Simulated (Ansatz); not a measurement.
```yaml
crystal:
  periodic: [false, false, false]
  atoms:
    - {symbol: F, position_ang: [2.283071, -2.712949, 2.189451]}
    - {symbol: B, position_ang: [1.600994, -2.988642, 0.112150]}
    - {symbol: F, position_ang: [-0.480135, -4.304523, -0.361690]}
    - {symbol: F, position_ang: [3.160110, -2.368167, -1.946056]}
    - {symbol: P, position_ang: [-0.967882, 2.124382, -0.172460]}
    - {symbol: H, position_ang: [-2.980085, 2.705600, 1.597466]}
    - {symbol: H, position_ang: [0.380226, 4.322853, 0.233986]}
    - {symbol: H, position_ang: [-2.425743, 2.956387, -2.407267]}
basis:
  gaussian: {orbitals: def2-SVP, fitting: {mean_field: def2-universal-jkfit}, nuclear_model: gaussian, point_charges: [{charge: -1.00, position_ang: [6.587, 0.286, -0.050]}]}
magnetization: {spin_polarized: true, initial_magnetization: 2}
hamiltonian: {xc: {name: BHLYP}, dispersion: d3bjatm}
```

```sh
$ ansatz run in.yaml --threads 2 --pin off --events-out ev --progress --plain --max-ram 32768MiB --backend cpu
```

Output, abridged:

```
Functional definition: BHLYP
488 factors; integrals over basis functions are off by at most 6.1e-1 eV
mean field evaluation 1: about -18096.8539 eV, gradient 5.7e1 eV
mean field evaluation 2: about -16842.1095 eV, gradient 2.4e2 eV
mean field evaluation 4: about -17717.4885 eV, gradient 1.3e2 eV
mean field evaluation 8: about -18108.7088 eV, gradient 2.3e1 eV
mean field evaluation 16: about -18128.6302 eV, gradient 3.9e-1 eV
mean field evaluation 32: about -18128.7036 eV, gradient 7.1e-6 eV
mean field -18129.21394027 eV, -666.2363238825 hartree, gradient 2.3e-6 eV, S^2 4.499485; 12 other end points of the search recorded, 0 dependent functions left out
reference -18129.21419957 eV, -666.2363334114 hartree; 26, 24 occupied and 63, 65 virtual orbitals, 488 factors
Total energy: -18129.33439643 eV, -666.2407505647 hartree
```

In this input the coordinates are in bohr but typed as ångström. The calculation finished and met its thresholds. The result belongs to that input, not to the molecule as meant.
